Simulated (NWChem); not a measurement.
System: SiH$_{4}$TeS; SMILES [SiH3][Te]S

The following NWChem deck was run.

```
start job
memory heap 200 mb stack 900 mb global 1100 mb
geometry units angstroms noautoz
  Te     0.735633    -0.060352     0.000935
  S     -1.029855    -1.731324    -0.110609
  H     -1.180292    -1.881821     1.225428
  Si    -0.910891     1.834466     0.014891
  H     -0.112702     3.098339     0.055459
  H     -1.782364     1.748193     1.223132
  H     -1.749207     1.797376    -1.217542
end
basis spherical
  Te library def2-svp
  S library def2-svp
  H library def2-svp
  Si library def2-svp
end
ecp
  Te library def2-ecp
end
dft
  xc xwpbe 1.00 cpbe96 1.0 hfexch 1.00
  cam 0.8 cam_alpha 0.0 cam_beta 1.0
  iterations 150
  vectors input atomic output neutral.movecs
end
task dft energy
charge 1
dft
  odft
  mult 2
  vectors input atomic output cation.movecs
end
task dft energy
```

Geometry: optimised at PBE0/def2-SVP. def2 effective core potentials on Te; no spin-orbit coupling.

Ions are spin-unrestricted doublets at the neutral geometry; other ion states weren't tried. Functional: LC-ωPBE (HJS hole) with def2-SVP; the question gives the range parameter ω in 1/bohr.

Question: What results follow from this input? (LC-wPBE (HJS exchange hole, range parameter 0.8 per bohr)/def2-SVP with def2 effective core potentials on Te, vertical spin-unrestricted ions.) Quantities: vertical ionisation energy, ΔSCF (eV); −ε(HOMO) (eV).

Answer: The vertical ionisation energy, ΔSCF (eV) is 8.87 and the −ε(HOMO) (eV) comes out as 9.78.
